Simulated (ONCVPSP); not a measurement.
**Cr (Z = 24): one change to an ONCV potential, before and after**

Cr (Z = 24), optimised norm-conserving Vanderbilt (ONCV), made with ONCVPSP 4.0.1 (LDA (Perdew-Wang 92), scalar-relativistic). Core [Ne], reference 3s2 3p6 3d4 (charge +2). Waves: 3s: rc 1.10 bohr, ncon 5, nbas 8, qcut 8.4 1/bohr, 2 projectors, debl 3.8 Ha; 3p: rc 1.15 bohr, ncon 4, nbas 7, qcut 11.9 1/bohr, 2 projectors, debl 1 Ha; 3d: rc 1.70 bohr, ncon 4, nbas 8, qcut 9.1 1/bohr, 2 projectors, debl 1.2 Ha. Local part: polynomial inside 0.80 bohr (lpopt 4, dvloc0 1 Ha). Core correction: polynomial model core, fcfact 0.4.

In the p channel the program set the typed energies aside and used -2.442, 0.250 Ha.

Change: s: qcut 5.2; p: qcut 7.4; d: qcut 5.7.

Cutoffs: the cutoffs (Ha) at which the residual kinetic energy of the hardest occupied pseudo-wave falls to 1 and 0.1 mHa per electron; they do not see the model core or the augmentation charge, which bear on the density cutoff. Errors are all-electron minus pseudo energies relative to the spin-unpolarised reference configuration.

**Question.** How do hardness, ghosts and transferability respond?

**Answer.** The potential gets harder (74 Ha and 131 Ha → 130 Ha and 148 Ha); of the 4 tests that both files solve, the error grows in 4 and shrinks in 0 by more than 15 % and 0.3 meV (median size 49.1 → 116.5 meV); neither file shows a bound ghost.

```csv
quantity,base,changed
"cutoff, loose",74 Ha,130 Ha
"cutoff, tight",131 Ha,148 Ha
loose cutoff by channel,"s 74 Ha, p 26 Ha, d 33 Ha","s 130 Ha, p 25 Ha, d 80 Ha"
bound ghosts,none,none
GHOST(+) flags under 300 eV,none,none
"error for 3s2 3p6 3d5 4s1, meV [ΔE -23.48 eV]",+5.1,+15
"error for 3s2 3p6 3d5, meV [ΔE -16.34 eV]",+17,+45
"error for 3s2 3p6 3d3, meV [ΔE 31.03 eV]",+81,+188
"error for 3s2 3p5 3d5 4s1, meV [ΔE 27.99 eV]",-88,-266
s: phases at 1.11 bohr within 0.05 rad from the reference energy up to (Ha; the scan ends near 5),to the end of the scan,to the end of the scan
p: phases at 1.17 bohr within 0.05 rad from the reference energy up to (Ha; the scan ends near 5),to the end of the scan,to the end of the scan
d: phases at 1.72 bohr within 0.05 rad from the reference energy up to (Ha; the scan ends near 5),to the end of the scan,4.9
"rms error of d²Exc/dni dnj with the model core, mHa",1.07,1.41
```
